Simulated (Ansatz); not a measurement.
`BrC1BO1` + H₂S → `SC1BO1` + HBr at 298.15 K and 1 bar (substitution at a C–Br bond).

Program: Ansatz. Geometries: PBE0-D4/def2-TZVP. ΔE: electronic, gas phase. CCSD(T)/CBS is the MP2 limit (def2-TZVPP, def2-QZVPP) plus CCSD(T) − MP2 in def2-TZVPP, frozen cores. This one scheme is used for every species. For Br outer-core shells are correlated without core-valence functions, which leaves a few kJ/mol of doubt a bond. Scalar relativity is left out up to krypton. One conformer a species, not always the lowest.

```
  species  CCSD(T)/CBS energy (Eh)  H − E (kJ/mol)  S (J/(mol·K))
`BrC1BO1`              -2712.51895            99.9          291.3
      H₂S               -398.97279            49.9          205.7
 `SC1BO1`               -537.57727           124.8          288.4
      HBr              -2573.91920            24.6          198.6
```

H − E and S are ideal-gas, rigid-rotor, harmonic terms from PBE0-D4/def2-TZVP, for one conformer and one mirror image of each species. 1 Eh = 2625.50 kJ/mol, R = 8.31446 J/(mol·K).

Problem. By hand: ΔE, ΔH, ΔS and ΔG.

Solution. ΔE = (-537.57727) + (-2573.91920) − (-2712.51895) − (-398.97279) = -0.00473 Eh = -12.4 kJ/mol. Δ(H − E) = 124.8 + 24.6 − 99.9 − 49.9 = -0.4, so ΔH = -12.8 kJ/mol. ΔS = 288.4 + 198.6 − 291.3 − 205.7 = -10.0 J/(mol·K). ΔG = -12.8 − 298.15 × (-10.0)/1000 = -9.8 kJ/mol.

Problem. By hand: the equilibrium constant, and the temperature at which ΔG would vanish if ΔH and ΔS stayed fixed.

Solution. log₁₀ K = −ΔG/(RT ln 10) = 1.7. ΔG = 0 at ΔH/ΔS = 1280 K, though so small a ΔS makes that figure unsure.

The number of gas molecules stays the same, so ΔS is small and ΔH decides. A doubt of 5 kJ/mol in ΔE shifts log₁₀ K by 0.9 here. Other conformers and mirror images would add mixing entropy, several J/(mol·K) or more a flexible species. These are equilibria of isolated gas molecules and say nothing of rates. Largest T1 diagnostic: 0.016 (customary marks: 0.02 for closed shells, 0.045 for open ones).
